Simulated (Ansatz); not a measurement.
Calculated with Ansatz (gas phase, PBE0-D4/def2-TZVP geometries, no zero-point term in ΔE). CBS: MP2 limit from def2 TZ/QZ plus the TZ coupled-cluster correction, frozen cores. Functionals use def2-TZVPP. B3LYP here is the variant with VWN-RPA as its local correlation; programs differ in this. HSE06 is defined as in plane-wave codes. def2 core potentials past Kr. For Mo outer-core shells are correlated without core-valence functions, which leaves a few kJ/mol of doubt a bond. One conformer a species, not always the lowest.

Consider the substitution at a C–O bond: `C[O][Mo](=[O])(=[S])[Cl]` + `O[SiH2]CS` → `CSC[SiH2]O` + `[O]=[Mo]([OH])(=[S])[Cl]`.

```tsv
level	ΔE (kcal/mol)	difference from CCSD(T)/CBS
LDA (SPW92)	-8.1	-0.1
PBE-D4	-8.3	-0.3
BLYP-D4	-6.6	1.4
r2SCAN-D4	-8.0	0.0
B97M-V	-7.5	0.5
PBE0-D4	-8.4	-0.4
B3LYP-D4	-6.7	1.3
r2SCANh-D4	-8.1	-0.1
r2SCAN0-D4	-8.3	-0.3
HSE06-D4	-8.3	-0.3
BHLYP-D4	-6.5	1.5
CAM-B3LYP-D4	-6.5	1.5
ωB97X-V	-7.6	0.4
ωB97M-V	-8.4	-0.4
B2PLYP	-6.6	1.4
PBE	-8.0	0.0
BLYP	-5.9	2.1
r2SCAN	-7.9	0.1
PBE0	-8.2	-0.2
B3LYP	-6.3	1.7
r2SCANh	-8.0	0.0
r2SCAN0	-8.2	-0.2
HSE06	-8.1	-0.1
BHLYP	-6.3	1.7
CAM-B3LYP	-6.3	1.7
LC-ωPBE	-8.3	-0.3
RPA@PBE/def2-TZVPP	-5.8	2.2
MP2/def2-SVP	-3.2	4.8
CCSD/def2-SVP	-2.5	5.5
CCSD(T)/def2-SVP	-2.2	5.8
HF/def2-TZVPP	-5.0	3.0
MP2/def2-TZVPP	-7.6	0.4
SCS-MP2/def2-TZVPP	-6.7	1.3
CCSD/def2-TZVPP	-6.9	1.1
CCSD(T)/def2-TZVPP	-6.9	1.1
HF/def2-QZVPP	-5.0	3.0
SCS-MP2/def2-QZVPP	-7.4	0.6
HF/CBS(def2)	-5.0	3.0
MP2/CBS(def2)	-8.8	-0.8
CCSD/CBS(def2)	-8.0	0.0
CCSD(T)/CBS	-8.0	0
```

Question: What do rigid-rotor, harmonic-oscillator terms from PBE0-D4/def2-TZVP frequencies (298.15 K, 1 bar) make of the CCSD(T)/CBS value? (An estimate is asked.)

Answer: The calculation gave: ΔZPE = +0.6 kcal/mol, ΔH = -7.6 kcal/mol, ΔS = -8 J/(mol·K), ΔG = -7.1 kcal/mol. Modes under 50 cm⁻¹ make the entropy rough.

Largest T1 diagnostic among the species: 0.024, so the coupled-cluster value is less sure than usual.

Leaving LDA and LC-ωPBE aside and taking each functional with its dispersion term where it has one, the values, not all of them listed here, spread over 2.2 kcal/mol, from revPBE-D4 to BHLYP-D4. In def2-TZVPP, CCSD(T) changes the Hartree–Fock value by −1.9 kcal/mol (the triples alone add +0.0 kcal/mol) and MP2 by −2.6 kcal/mol. At CCSD(T), def2-SVP lies +5.8 kcal/mol from the extrapolated value and def2-TZVPP +1.1 kcal/mol.

CCSD(T)/CBS has its own doubt, a few kJ/mol and more with outer-core shells, so smaller differences from it don't rank the levels.
